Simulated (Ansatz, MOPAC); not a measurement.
Dimer: HF (SMILES F) (first 2 atoms) with H2 (SMILES [H][H]); geometry from B3LYP-D3(BJ)/def2-TZVP, rigid monomers moved along the line of their centres of mass till H2···H4 is 1.78 Å.
(charge 0, multiplicity 1):
```xyz
4

F     -0.082     0.194    -0.504
H     -0.069     0.099     0.418
H     -0.094    -0.440     2.113
H      0.005     0.296     2.184
```

Counterpoise-corrected where a basis set is named; no monomer relaxation.

The state that PM3 reach isn't checked.

Codes used: Ansatz (Gaussian orbitals); MOPAC for PM3 (differences of heats of formation). 

Q: One of these levels gives -3.22 kcal/mol for the interaction energy. Which?
A) PBE/def2-TZVPPD
B) B3LYP/def2-TZVPPD
C) PM3

A: C, PM3. The others give -1.33 (PBE/def2-TZVPPD), -0.72 (B3LYP/def2-TZVPPD)

Ansatz is a program for electronic structure.
